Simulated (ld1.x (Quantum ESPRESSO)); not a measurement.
## What one change does to a pseudopotential (palladium (Pd), TM)

```
Element                 : Pd (Z = 46)
Generator               : ld1.x (Quantum ESPRESSO) 7.5
Type                    : norm-conserving Troullier–Martins (Kleinman–Bylander form)
Functional              : LDA (PZ)
Relativity              : scalar-relativistic
Frozen core             : [Ar] 3d10
Valence charge          : 18
Reference configuration : 4s2 4p6 4d7 5s0 5p0 (charge +3)
Partial waves           : 4p (bound): rc 1.10 bohr; 4d (bound): rc 1.95 bohr; 4s (bound): rc 0.95 bohr
Local potential         : the s channel
Core correction         : none
```

Change: local potential the p channel.

Cutoffs: the cutoffs (Ry, on a coarse ladder) from which the occupation-weighted sum of valence levels, in a spherical-Bessel basis at the reference potential, stays within 10 and 1 mRy of its value at 400 Ry; they do not see the model core or the augmentation charge, which bear on the density cutoff. Errors are all-electron minus pseudo energies relative to the spin-unpolarised reference configuration.

Problem. What does the change do?

Solution. The potential gets neither clearly harder nor softer (160 Ry and 260 Ry → 160 Ry and 260 Ry); of the 9 tests that both files solve, the error grows in 0 and shrinks in 3 by more than 15 % and 0.3 meV (median size 31.3 → 29.1 meV); the range in which the s phases agree widens (upper end -2.4 → at the end of the scan); neither file shows a bound ghost.

| quantity | base | changed |
| --- | --- | --- |
| cutoff, loose | 160 Ry | 160 Ry |
| cutoff, tight | 260 Ry | 260 Ry |
| bound ghosts | none | none |
| error for 4s2 4p6 4d10 5s0 5p0, meV [ΔE -65.06 eV] | +20 | +17 |
| error for 4s2 4p6 4d9 5s0 5p0, meV [ΔE -55.68 eV] | +20 | +19 |
| error for 4s2 4p6 4d8 5s0 5p0, meV [ΔE -34.60 eV] | +11 | +10 |
| error for 4s2 4p6 4d9.5 5s0 5p0, meV [ΔE -61.70 eV] | +21 | +19 |
| error for 4s2 4p6 4d9 5s0 5p1, meV [ΔE -59.75 eV] | +38 | +29 |
| error for 4s2 4p6 4d8 5s1 5p0, meV [ΔE -51.27 eV] | +122 | +67 |
| error for 4s2 4p6 4d9 5s1 5p0, meV [ΔE -63.63 eV] | +85 | +50 |
| error for 4s2 4p6 4d7 5s0 5p0 (spin-polarised), meV [ΔE -1.56 eV] | +137 | +137 |
| error for 4s2 4p6 4d9 5s0 5p0 (spin-polarised), meV [ΔE -55.82 eV] | +31 | +30 |
| s: phases at 2.15 bohr within 0.05 rad from the reference energy up to (Ry; the scan ends near 5) | -2.4 | to the end of the scan |
| p: phases at 2.15 bohr within 0.05 rad from the reference energy up to (Ry; the scan ends near 5) | -1.4 | -1.0 |
| d: phases at 2.15 bohr within 0.05 rad from the reference energy up to (Ry; the scan ends near 5) | 1.0 | 1.0 |
